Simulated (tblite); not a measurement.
C11H7NS.
Bonds: C1–C2 (aromatic), C2–C3 (aromatic), C3–C4 (aromatic), C4–C5 (aromatic), C5–C6 (aromatic), C5–S7 (aromatic), S7–C8 (aromatic), C8–N9 (aromatic), N9–C10 (aromatic), C10–C11 (aromatic), C11–C12 (aromatic), C12–C13 (aromatic), C1–C6 (aromatic), C8–C13 (aromatic), C4–C13 (aromatic). Hydrogens: H14 on C1; H15 on C2; H16 on C3; H17 on C6; H18 on C10; H19 on C11; H20 on C12.

Structure optimised with GFN2-xTB, isolated species.

(1) List the bond lengths and angles at this level.

Results:

(1) 
```json
{"bond": "C1–C2", "length (Å)": "1.392", "order": "aromatic"}
{"bond": "C2–C3", "length (Å)": "1.379", "order": "aromatic"}
{"bond": "C3–C4", "length (Å)": "1.392", "order": "aromatic"}
{"bond": "C4–C5", "length (Å)": "1.406", "order": "aromatic"}
{"bond": "C5–C6", "length (Å)": "1.386", "order": "aromatic"}
{"bond": "C5–S7", "length (Å)": "1.753", "order": "aromatic"}
{"bond": "S7–C8", "length (Å)": "1.746", "order": "aromatic"}
{"bond": "C8–N9", "length (Å)": "1.317", "order": "aromatic"}
{"bond": "N9–C10", "length (Å)": "1.320", "order": "aromatic"}
{"bond": "C10–C11", "length (Å)": "1.392", "order": "aromatic"}
{"bond": "C11–C12", "length (Å)": "1.383", "order": "aromatic"}
{"bond": "C12–C13", "length (Å)": "1.390", "order": "aromatic"}
{"bond": "C1–C6", "length (Å)": "1.382", "order": "aromatic"}
{"bond": "C8–C13", "length (Å)": "1.411", "order": "aromatic"}
{"bond": "C4–C13", "length (Å)": "1.436", "order": "aromatic"}
{"bond": "C1–H14", "length (Å)": "1.079", "order": "single"}
{"bond": "C2–H15", "length (Å)": "1.080", "order": "single"}
{"bond": "C3–H16", "length (Å)": "1.080", "order": "single"}
{"bond": "C6–H17", "length (Å)": "1.079", "order": "single"}
{"bond": "C10–H18", "length (Å)": "1.081", "order": "single"}
{"bond": "C11–H19", "length (Å)": "1.078", "order": "single"}
{"bond": "C12–H20", "length (Å)": "1.080", "order": "single"}
```

Orders are formal, as drawn. A selection of angles:
```json
{"angle": "C2–C1–C6", "degrees": "120.8"}
{"angle": "C2–C1–H14", "degrees": "119.6"}
{"angle": "C6–C1–H14", "degrees": "119.6"}
{"angle": "C1–C2–C3", "degrees": "120.7"}
{"angle": "C1–C2–H15", "degrees": "119.5"}
{"angle": "C3–C2–H15", "degrees": "119.8"}
{"angle": "C2–C3–C4", "degrees": "119.5"}
{"angle": "C2–C3–H16", "degrees": "120.6"}
{"angle": "C4–C3–H16", "degrees": "119.9"}
{"angle": "C3–C4–C5", "degrees": "119.2"}
{"angle": "C3–C4–C13", "degrees": "129.2"}
{"angle": "C5–C4–C13", "degrees": "111.7"}
{"angle": "C4–C5–C6", "degrees": "121.3"}
{"angle": "C4–C5–S7", "degrees": "113.0"}
{"angle": "C6–C5–S7", "degrees": "125.7"}
{"angle": "C5–C6–H17", "degrees": "120.3"}
{"angle": "C1–C6–C5", "degrees": "118.5"}
{"angle": "C1–C6–H17", "degrees": "121.2"}
{"angle": "C5–S7–C8", "degrees": "90.5"}
{"angle": "S7–C8–N9", "degrees": "122.3"}
{"angle": "S7–C8–C13", "degrees": "112.8"}
{"angle": "N9–C8–C13", "degrees": "124.9"}
{"angle": "C8–N9–C10", "degrees": "117.0"}
{"angle": "N9–C10–C11", "degrees": "123.6"}
{"angle": "N9–C10–H18", "degrees": "115.2"}
{"angle": "C11–C10–H18", "degrees": "121.2"}
{"angle": "C10–C11–C12", "degrees": "119.2"}
{"angle": "C10–C11–H19", "degrees": "120.1"}
{"angle": "C12–C11–H19", "degrees": "120.8"}
{"angle": "C11–C12–C13", "degrees": "118.4"}
{"angle": "C11–C12–H20", "degrees": "121.2"}
{"angle": "C13–C12–H20", "degrees": "120.4"}
{"angle": "C8–C13–C12", "degrees": "117.0"}
{"angle": "C4–C13–C12", "degrees": "131.0"}
{"angle": "C4–C13–C8", "degrees": "112.1"}
```

The C–C distances run from 1.379 Å (C2–C3, aromatic) to 1.436 Å (C4–C13, aromatic), a spread of 0.057 Å. S7 (thiophene-type sulfur) is bent (angle 90.5°). The 6-membered ring C1–C2–C3–C4–C5–C6 has internal angles of 118.5° to 121.3° (sum 720°, against 720° for a flat polygon); it is planar, 0.00 Å rms from its mean plane, widest ring torsion 0°. The 13 heavy atoms lie in one plane (0.001 Å rms). The 6-membered ring C8–N9–C10–C11–C12–C13 has internal angles of 117.0° to 124.9°; it is planar, 0.00 Å rms from its mean plane, widest ring torsion 0°. Of the pairs four or more bonds apart, H16···H20 is among the closest relative to their van der Waals radii: 2.50 Å, 104 % of the sum of Bondi's values. The 5-membered ring C4–C5–S7–C8–C13 has internal angles of 90.5° to 113.0°; it is planar, 0.00 Å rms from its mean plane, widest ring torsion 0°.

Point group: Cs (every atom within 0.08 Å of its image). Its GFN2-xTB frequencies are all real (lowest 94 cm⁻¹).

All values are computed, not measured.
